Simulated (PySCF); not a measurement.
## UHF on B³⁺ (boron, charge +3)

Configuration: 1s2, closed-shell 1S. Computed with PySCF 2.14 in x2c-TZVPall, with the spin-free X2C one-electron Hamiltonian (Gaussian nucleus).

```json
{
 "Total energy": "-21.992105 hartree",
 "One-electron energy": "-24.8953 hartree",
 "Hartree (Coulomb) energy": "5.8063 hartree",
 "Exchange energy": "-2.9031 hartree",
 "⟨S²⟩": "0.0000",
 "⟨L²⟩": "0.000",
 "Sum of ⟨r⟩": "0.6489 bohr",
 "Sum of ⟨r²⟩": "0.2838 bohr²",
 "Langevin diamagnetic susceptibility": "-0.225 ×10⁻⁶ cm³/mol",
 "Time after the integrals": "0.03 s of wall time on 1 thread of Neoverse-V2 (shared host)"
}
```

```json
{"shell": "1s", "electrons": "2", "mean orbital energy (eV)": "-259.72", "rms radius, mean of both spins (bohr)": "0.377"}
```
